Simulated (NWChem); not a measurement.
**A calculation on HBF2**

```xyz
4

B      0.0000     0.0000    -0.4612
H      0.0000     0.0000    -1.6724
F     -1.1351     0.0000     0.2210
F      1.1351     0.0000     0.2210
```
Charge 0, spin multiplicity 1.

Program: NWChem. The geometry was optimised at PBE/def2-SVP, a minimum by its harmonic frequencies.

Symmetry labels belong to the abelian group C2v used in the runs, with the axes of the coordinates shown.

The structure started from a generated list of species.

Q: List the lowest 6 singlet excitations that TD-BHandHLYP/aug-cc-pVDZ gives, with oscillator strengths.

A: 
```csv
state,symmetry,energy (eV),wavelength (nm),f
1,b2,8.96,138,0.058
2,a2,10.55,118,0.000
3,a1,10.94,113,0.000
4,a1,11.22,111,0.217
5,b1,11.28,110,0.018
6,b1,11.74,106,0.061
```
